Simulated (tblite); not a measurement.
Compound: C4H12FPSi2.
Atom-mapped SMILES: `[F:1][C@@H:2]1[CH2:3][C@@H:4]([SiH3:5])[Si@H:6]([PH2:7])[CH2:8]1` (hydrogens: H9 on C2; H10, H11 on C3; H12 on C4; H13, H14, H15 on Si5; H16 on Si6; H17, H18 on P7; H19, H20 on C8)

Cartesian coordinates in Å at the GFN2-xTB level; atoms count from 1:
```
atom  x, y, z in Å
F1    -2.208    0.566    0.973
C2    -1.899    0.141   -0.312
C3    -0.998   -1.085   -0.210
C4     0.349   -0.658    0.384
Si5    1.708   -1.965    0.141
Si6    0.643    1.081   -0.371
P7     1.159    2.742    1.043
C8    -1.146    1.252   -1.024
H9    -2.864   -0.092   -0.781
H10   -1.476   -1.853    0.402
H11   -0.867   -1.484   -1.217
H12    0.207   -0.526    1.462
H13    1.874   -2.217   -1.292
H14    2.956   -1.466    0.719
H15    1.313   -3.206    0.813
H16    1.606    1.079   -1.483
H17    0.255    2.353    2.017
H18    2.198    2.048    1.639
H19   -1.201    1.088   -2.097
H20   -1.613    2.211   -0.810
```

Method: GFN2-xTB as coded in tblite; computed harmonic values from a numerical Hessian at the method's own geometry, unscaled. The method is semi-empirical: single wavenumbers can be off by several per cent or more. Modes of hydrogen on phosphorus and silicon can be 10 to 20 % off. One conformer, not necessarily the lowest.

Harmonic wavenumbers (cm⁻¹): 35.3, 84.4, 94.3, 98.7, 111.3, 148.8, 172.1, 256.5, 318.0, 357.5, 426.4, 463.7, 520.4, 540.4, 580.1, 590.5, 630.1, 655.7, 693.0, 717.5, 760.6, 771.6, 774.5, 788.1, 790.3, 861.3, 902.3, 921.9, 983.8, 1028.3, 1080.4, 1109.3, 1122.7, 1133.7, 1184.7, 1205.2, 1259.7, 1281.3, 1303.9, 1319.1, 1460.5, 1478.4, 2188.0, 2247.8, 2256.9, 2263.1, 2297.8, 2379.9, 2902.3, 2917.8, 2975.6, 2986.2, 3014.6, 3021.0.

A = 1228, B = 969.9, C = 647.6 MHz; mass 166.020 u (most abundant isotopes); point group C1, symmetry number 1.

Problem. Zero-point energy?

Solution. Half the sum of the wavenumbers: 31234 cm⁻¹ = 89.30 kcal/mol.

Problem. Entropy at 298.15 K, 1 bar (ideal gas, RRHO, classical rotation)?

Solution. Translation 41.26, rotation 30.41, vibration 36.16: S = 107.8 cal/(mol K).

Problem. And Cp and H(298.15 K) − H(0)?

Solution. Cp = 45.24 cal/(mol K), of which vibrations give 37.29 (their classical limit is 54 R = 107.3); H(298.15 K) − H(0) = 7.98 kcal/mol without the zero-point energy, 5.61 from vibrations.

Problem. Blend soft modes into free rotors: weight 1/[1 + (100 cm⁻¹/ν̃)⁴] for the oscillator and the rest for a rotor with moment μB/(μ + B), μ = h/(8π²ν), B = 10⁻⁴⁴ kg m². What vibrational entropy results?

Solution. 33.15 cal/(mol K) in place of 36.16, which changes −T·S at 298.15 K by +0.90 kcal/mol.

Problem. Which modes carry the vibrational entropy at 298.15 K?

Solution. 35.3 cm⁻¹: 5.51; 84.4 cm⁻¹: 3.79; 94.3 cm⁻¹: 3.57; 98.7 cm⁻¹: 3.48; 111.3 cm⁻¹: 3.25; 148.8 cm⁻¹: 2.69 cal/(mol K); the other 48 give 13.88 together.

Problem. How do the functions run with temperature in this model?

Solution. 
```csv
T (K),S (cal/(mol K)),Cp (cal/(mol K)),H − H(0) (kcal/mol),G − H(0) (kcal/mol),ln q(vib)
50,61.7,15.0,0.54,-2.55,0.73
100,74.2,21.2,1.46,-5.97,2.33
373.15,118.9,53.7,11.70,-32.68,11.10
500,136.3,65.3,19.28,-48.88,15.07
750,166.0,80.8,37.71,-86.80,22.48
1000,190.7,90.7,59.24,-131.47,29.26
```

q(vib) and H(0) count from the zero-point level.

Hindered rotation and anharmonicity are outside this model. Other conformers, if any are populated, would add a mixing term that is left out. The structure is chiral; the term R ln 2 for an equal mix with its mirror image is left out.

Time: 1.1 s of wall time. Hardware: an Arm Neoverse V1 with one thread, on a shared host. This covers the Hessian and the dipole derivatives.
